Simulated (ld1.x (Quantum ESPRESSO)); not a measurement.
# germanium, TM: configuration errors across variants

ld1.x (Quantum ESPRESSO) 7.5 input, shortened:

```
&input
   title='Ge', zed=32., rel=0, dft='PZ', iswitch=3,
   config='[Ar] 3d10 4s2 4p2'
 /
 &inputp
   pseudotype=2, tm=.true., lloc=-2, rcloc=0.65,
   nlcc=.false.
 /
3
3S  1  0   2.00   0.00  0.80  0.80  0.0
3P  2  1   6.00   0.00  1.00  1.00  0.0
3D  3  2  10.00   0.00  0.80  0.80  0.0
 &test
   configts(1)='3s2 3p6 3d10 4s2 4p2'
 /
```

Occupied shells without a wave of their own: 4p, 4s. They enter only through the test configuration that unscreens the potential.

All-electron excitation energies from the reference (eV): (1) 3s2 3p6 3d10 4s2 4p1 7.665; (2) 3s2 3p6 3d10 4s2 4p0 23.387; (3) 3s2 3p6 3d10 4s1 4p0 58.054; (4) 3s2 3p6 3d9 4s2 4p3 30.610; (5) 3s2 3p6 3d10 4s1 4p3 7.656; (6) 3s2 3p6 3d10 4s2 4p2.3 -0.938; (7) 3s2 3p5 3d10 4s2 4p2 124.270; (8) 3s2 3p6 3d10 4s2 4p2 spin -0.561; (9) 3s2 3p6 3d10 4s2 4p1 spin 7.480.

Spin tests fill each open shell by Hund’s rule, majority spin first.

For the base: The 4p, 4s levels have no wave, so the channel is fitted at the deeper level alone: the likely source of the large errors.

Tests that are not counted but printed errors over 1 eV. “local potential the s channel”: 3s2 3p6 3d10 4s1 4p0 (solver errors, printed error -1.2 eV).

3 further variants failed, have other tests or another functional or relativity, and are left out.

The file “base” misses its own reference levels by 0.3 eV. The file “wave 3s (bound): rc 0.80 bohr becomes 3s (bound): rc 1.14 bohr” misses its own reference levels by 1.3 eV. The file “wave 3d (bound): rc 0.80 bohr becomes 3d (bound): rc 0.50 bohr” misses its own reference levels by 0.3 eV. The file “wave 3p (bound): rc 1.00 bohr becomes 3p (bound): rc 0.64 bohr” misses its own reference levels by 0.3 eV. The file “type TM semilocal; local potential the s channel” misses its own reference levels by 0.5 eV. The file “all radii scaled by about 0.87 (s 0.70, p 0.86, d 0.70 bohr); local potential all-electron potential smoothed inside 0.56 bohr (lloc = -2)” misses its own reference levels by 0.3 eV. The file “local potential the s channel” misses its own reference levels by 0.5 eV.

Errors AE − PS in meV (a dash: test not solved or not reliable):

| change | (1) | (2) | (3) | (4) | (5) | (6) | (7) | (8) | (9) | bound ghosts |
| --- | --- | --- | --- | --- | --- | --- | --- | --- | --- | --- |
| base | -46 | -123 | -671 | +100 | -312 | +8.0 | +61 | +4.2 | -45 | none |
| wave 3s (bound): rc 0.80 bohr becomes 3s (bound): rc 1.14 bohr | -52 | -141 | -2185 | +192 | -1362 | +7.7 | +154 | +15 | -46 | none |
| wave 3d (bound): rc 0.80 bohr becomes 3d (bound): rc 0.50 bohr | -46 | -123 | -671 | +93 | -312 | +8.0 | +69 | +4.2 | -45 | not determined |
| wave 3p (bound): rc 1.00 bohr becomes 3p (bound): rc 0.64 bohr | -26 | -70 | -597 | +71 | -328 | +4.4 | +62 | +3.8 | -24 | none |
| type TM semilocal; local potential the s channel | -89 | -237 | -1056 | +151 | -440 | +16 | +62 | +6.4 | -86 | none |
| all radii scaled by about 0.87 (s 0.70, p 0.86, d 0.70 bohr); local potential all-electron potential smoothed inside 0.56 bohr (lloc = -2) | -59 | -158 | -660 | +111 | -260 | +11 | +71 | +4.0 | -58 | none |
| local potential the s channel | -133 | -353 | – | – | -405 | +24 | +89 | +7.2 | -130 | none |

Q: Give the same row for: local potential all-electron potential smoothed inside 0.74 bohr (lloc = -2).

A: -33, -87, -241, +58, -59, +6.0, +31, +1.5, -32; bound ghosts: none.
